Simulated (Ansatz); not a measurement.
System: sum formula H₈Si₃O₄, net charge 0, singlet state. 
Structure (B3LYP-D3(BJ)/def2-TZVP (Ansatz, a quantum-chemistry and plane-wave program) minimum search):
```
Si
O 1 1.6193
O 1 1.6193 2 112.13
O 1 1.6346 2 109.99 3 -117.18
H 4 0.9600 1 118.21 2 -49.77
O 1 1.6346 2 105.60 4 -123.03
H 6 0.9600 1 118.21 2 -170.95
Si 3 1.6434 1 142.59 2 -81.52
Si 2 1.6434 1 142.59 3 -81.52
H 9 1.4785 2 107.75 1 158.15
H 8 1.4785 3 107.75 1 158.15
H 9 1.4795 10 109.51 2 -119.63
H 8 1.4795 11 109.51 3 -119.63
H 9 1.4804 10 109.63 12 -120.16
H 8 1.4804 11 109.63 13 -120.16
```
Charge 0, spin multiplicity 1.

Total electronic energies in hartree. Valence correlation only, unless marked. No spin-orbit coupling. No relativistic terms. CBS marks a two-point X^-3 extrapolation of the correlation energy; Hartree-Fock from the larger set.

```json
[
 {"level": "HF/cc-pV(T+d)Z", "program": "Ansatz", "energy (Eh)": "-1171.41550"},
 {"level": "PBE0/def2-SVP", "program": "Ansatz", "energy (Eh)": "?"},
 {"level": "BHLYP-D3(BJ)/def2-TZVPD", "program": "Ansatz + dftd3", "energy (Eh)": "-1174.54221"},
 {"level": "r2SCANh/def2-TZVPD", "program": "Ansatz", "energy (Eh)": "-1174.40754"},
 {"level": "HSE06-D3(BJ)/def2-TZVPD", "program": "Ansatz + dftd3", "energy (Eh)": "-1173.93205"},
 {"level": "HSE06/def2-TZVPD", "program": "Ansatz", "energy (Eh)": "-1173.92189"},
 {"level": "CAM-B3LYP-D4/def2-TZVPD", "program": "Ansatz + dftd4", "energy (Eh)": "?"},
 {"level": "B2GP-PLYP-D4/def2-TZVPD", "program": "Ansatz + dftd4", "energy (Eh)": "?"},
 {"level": "B2PLYP-D3(BJ)/def2-TZVPD", "program": "Ansatz + dftd3", "energy (Eh)": "-1174.11446"},
 {"level": "PBE-QIDH/def2-TZVPD", "program": "Ansatz", "energy (Eh)": "-1173.67147"},
 {"level": "MP2/aug-cc-pV(T+d)Z", "program": "Ansatz", "energy (Eh)": "-1172.76162"},
 {"level": "MP2/cc-pV(T+d)Z", "program": "Ansatz", "energy (Eh)": "-1172.72391"},
 {"level": "CCSD/STO-3G", "program": "Ansatz", "energy (Eh)": "-1157.28582"},
 {"level": "CCSD(T)/6-31G", "program": "Ansatz", "energy (Eh)": "-1171.51824"},
 {"level": "CCSD(T)/CBS(cc-pV(T+d)Z,cc-pV(Q+d)Z)", "program": "Ansatz", "energy (Eh)": "-1173.0295"}
]
```

Question: Some entries are withheld; supply them.

Answer: 
- PBE0/def2-SVP, energy (Eh): -1173.24244
- CAM-B3LYP-D4/def2-TZVPD, energy (Eh): -1174.60303
- B2GP-PLYP-D4/def2-TZVPD, energy (Eh): -1173.93600
